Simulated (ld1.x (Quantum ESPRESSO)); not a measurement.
**Configuration tests for Ge (TM)**

ld1.x (Quantum ESPRESSO) 7.5 input, shortened:

```
&input
   title='Ge', zed=32., rel=1, dft='PBE', iswitch=3,
   config='[Ar] 3d10 4s1 4p3'
 /
 &inputp
   pseudotype=2, tm=.true., lloc=2,
   nlcc=.false.
 /
3
3S  1  0   2.00   0.00  0.95  0.95  0.0
3P  2  1   6.00   0.00  0.75  0.75  0.0
3D  3  2  10.00   0.00  1.15  1.15  0.0
 &test
   configts(1)='3s2 3p6 3d10 4s1 4p3'
 /
```

Occupied shells without a wave of their own: 4p, 4s. They enter only through the test configuration that unscreens the potential.

Energies are relative to the spin-unpolarised reference configuration 3s2 3p6 3d10 4s1 4p3; without spin polarisation the order of configurations can differ from experiment. The frozen-core shift is the all-electron ΔE with the core orbitals held at their reference shape minus the fully relaxed ΔE.

| valence configuration | charge | ΔE all-electron (eV) | error AE − PS (meV) | frozen-core shift (meV) |
| --- | --- | --- | --- | --- |
| 3s2 3p6 3d10 4s2 4p2 | 0 | -7.972 | +1407 | -0.6 |
| 3s2 3p6 3d10 4s2 4p0 | +2 | 14.911 | +3274 | +1.3 |
| 3s2 3p6 3d9 4s2 4p3 | 0 | 21.654 | +2099 | -9.3 |
| 3s2 3p6 3d10 4s1 4p0 | +3 | 49.702 | +2627 | +4.0 |
| 3s2 3p6 3d10 4s0 4p0 | +4 | 96.045 | +1085 | +7.5 |

Question: What are ΔE and the potential's error for 3s2 3p6 3d10 4s2 4p1?

Answer: ΔE = -0.528 eV all-electron; the error (AE − PS) is +2124 meV.

Question: What are ΔE and the potential's error for 3s2 3p5 3d10 4s2 4p2?

Answer: ΔE = 117.710 eV all-electron; the error (AE − PS) is +3006 meV.

The 4p, 4s levels have no wave, so the channel is fitted at the deeper level alone: the likely source of the large errors. A variational frozen-core shift is positive and of second order in the change. This column holds negative values, so the frozen-core run of ld1.x carries numerical noise or an error of first order here, and the column gives no more than the rough size of the effect.

The potential misses its own reference levels by up to 1.2 eV, so it is not fit for use.
